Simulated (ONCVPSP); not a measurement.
## Before and after: ONCV potential for tellurium

- Element: Te (Z = 52)
- Generator: ONCVPSP 4.0.1
- Type: optimised norm-conserving Vanderbilt (ONCV)
- Functional: LDA (Perdew-Zunger)
- Relativity: scalar-relativistic
- Frozen core: [Ar] 3d10
- Valence charge: 24
- Reference configuration: 4s2 4p6 4d10 5s2 5p4
- Partial waves: 4s+5s: rc 1.30 bohr, ncon 4, nbas 7, qcut 11.1 1/bohr, 3 projectors, debl 3.7 Ha; 4p+5p: rc 1.45 bohr, ncon 3, nbas 7, qcut 12.1 1/bohr, 2 projectors; 4d: rc 1.15 bohr, ncon 3, nbas 8, qcut 15.5 1/bohr, 3 projectors, debl 3.9 Ha
- Local potential: polynomial inside 0.75 bohr (lpopt 5, dvloc0 4 Ha)
- Core correction: Teter function, fcfact 6, rcfact 1

Change: p: qcut 16.1.

Cutoffs: the cutoffs (Ha) at which the residual kinetic energy of the hardest occupied pseudo-wave falls to 1 and 0.1 mHa per electron; they do not see the model core or the augmentation charge, which bear on the density cutoff. Errors are all-electron minus pseudo energies relative to the spin-unpolarised reference configuration.

Question: Predict the effect on cutoff, ghosts and configuration errors.

Answer: The potential gets neither clearly harder nor softer (55 Ha and 65 Ha → 55 Ha and 65 Ha); the d channel sets the loose cutoff, while the largest relative change is in p, which becomes harder; of the 4 tests that both files solve, the error grows in 0 and shrinks in 1 by more than 15 % and 0.3 meV (median size 10.4 → 10.1 meV); neither file shows a bound ghost.

| quantity | base | changed |
| --- | --- | --- |
| cutoff, loose | 55 Ha | 55 Ha |
| cutoff, tight | 65 Ha | 65 Ha |
| loose cutoff by channel | s 41 Ha, p 27 Ha, d 55 Ha | s 41 Ha, p 48 Ha, d 55 Ha |
| bound ghosts | none | none |
| GHOST(+) flags under 300 eV | none | none |
| error for 4s2 4p6 4d10 5s2 5p3, meV [ΔE 9.92 eV] | -2.3 | -2.3 |
| error for 4s2 4p6 4d10 5s2 5p2, meV [ΔE 28.09 eV] | -6.7 | -6.6 |
| error for 4s2 4p6 4d10 5s2 5p1, meV [ΔE 55.32 eV] | -14 | -14 |
| error for 4s2 4p5 4d10 5s2 5p4, meV [ΔE 122.71 eV] | -129 | -97 |
| s: phases at 1.32 bohr within 0.05 rad from the reference energy up to (Ha; the scan ends near 5) | to the end of the scan | to the end of the scan |
| p: phases at 1.47 bohr within 0.05 rad from the reference energy up to (Ha; the scan ends near 5) | to the end of the scan | to the end of the scan |
| d: phases at 1.17 bohr within 0.05 rad from the reference energy up to (Ha; the scan ends near 5) | to the end of the scan | to the end of the scan |
| rms error of d²Exc/dni dnj with the model core, mHa | 1.57 | 1.58 |
